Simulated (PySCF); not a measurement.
**Dipole moment and polarisability of `N#CC#CCCF`**

Compound: C5H4FN.
Numbering: `[N:1]#[C:2][C:3]#[C:4][CH2:5][CH2:6][F:7]` (hydrogens: H8, H9 on C5; H10, H11 on C6)

Cartesian coordinates in Å at the GFN2-xTB level; atoms count from 1:
```
atom  x, y, z in Å
N1     4.2621   -0.1778   -0.6791
C2     3.1335   -0.2671   -0.4832
C3     1.7952   -0.3700   -0.2490
C4     0.6107   -0.4738   -0.0392
C5    -0.8015   -0.5810    0.2153
C6    -1.4834    0.7865    0.1262
F7    -2.8182    0.6465    0.4008
H8    -1.2534   -1.2600   -0.5144
H9    -0.9602   -0.9978    1.2150
H10   -1.4043    1.2102   -0.8803
H11   -1.0751    1.4869    0.8621
```

Level: wB97X-D/def2-SVPD (PySCF), static field, nuclei fixed, core orbitals frozen in the response. The polarisability tensor in these axes (au):

```
x   108.64   0.54 -10.63
y     0.54  47.60  -0.50
z   -10.63  -0.50  46.60
```

**Question.** Diagonalise the tensor; give its mean and Δα, where Δα² is half the sum of the squared differences of the eigenvalues.

**Answer.** Principal values 44.77, 47.66 and 110.42 au; mean 67.62 au = 10.02 Å³ = 11.15 × 10⁻⁴⁰ C²·m²/J; Δα = 64.26 au (95 % of the mean).

**Question.** What is the dipole moment, and where does it point?

**Answer.** (-3.22, -0.26, 0.53) D, 3.27 D in size, pointing from the negative to the positive side. Measured along this direction, the outermost atoms are N1 at the negative end and F7 at the positive end.

**Question.** Give the eigenvalues of the traceless quadrupole moment Θ = ½Σq(3rr − r²1), origin at the centre of nuclear charge.

**Answer.** -26.25, 12.74, 13.51 D·Å. The values depend on the origin, since the dipole doesn't vanish. The electronic extent ⟨r²⟩ about the same centre is 1257 bohr², a root-mean-square distance of 2.65 Å for the 50 electrons.

**Question.** What depolarisation ratio follows for Rayleigh scattering of linearly polarised light, taking the static tensor?

**Answer.** ρ = 3Δα²/(45ᾱ² + 4Δα²) = 12386.1/(205733 + 16514.8) = 0.0557.

**Question.** How large is μ²/3kT at 350 K beside α?

**Answer.** In Gaussian units μ²/3kT = 73.68 Å³ against 10.02 Å³, a ratio of 7.35; the Debye molar polarisation (4π/3)N_A(α + μ²/3kT) is 211.1 cm³/mol, leaving out the vibrational part.

**Question.** What would n − 1 = 2πNα be for an ideal gas of these molecules at 500 K and 1 atm, electronic part alone?

**Answer.** N = p/kT = 1.4678 × 10¹⁹ cm⁻³, so n − 1 = 2π × N × 10.02 × 10⁻²⁴ cm³ = 924 × 10⁻⁶ at long wavelengths, for an ideal gas.

**Question.** Directions of the eigenvectors, and the extent of the frame along each?

**Answer.** Largest value along (0.99, 0.01, -0.16), where the nuclei span 7.15 Å; middle along (-0.03, 0.99, -0.14), 2.52 Å; least along (0.16, 0.14, 0.98), 1.80 Å. The response follows the extents in order.

Geometry: GFN2-xTB, one conformer, isolated molecule.
